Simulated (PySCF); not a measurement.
Ligands exchanged one at a time, Al H-CH3. All species are isolated molecules in the gas phase. Strings in code marks are SMILES.

The numbers are results of PySCF 2.14.0 with PBE-D3(BJ)/def2-TZVP // M06-2X/def2-TZVP, not measurements. All candidates: neutral, multiplicity 1. 

```json
{
 "dipole_moment": "0.00 D",
 "LUMO": "-1.12 eV",
 "HOMO": "-6.25 eV"
}
```

Task: Which member has these values?
(A) `[CH3][Al]([CH3])[CH3]`
(B) `[CH3][AlH][CH3]`
(C) `[CH3][AlH2]`
(D) `[AlH3]`

Result: A, `[CH3][Al]([CH3])[CH3]`. The others give `[AlH3]`: 0.00 D, -2.52 eV, -7.31 eV; `[CH3][AlH][CH3]`: 0.68 D, -1.58 eV, -6.47 eV; `[CH3][AlH2]`: 0.77 D, -2.05 eV, -6.81 eV
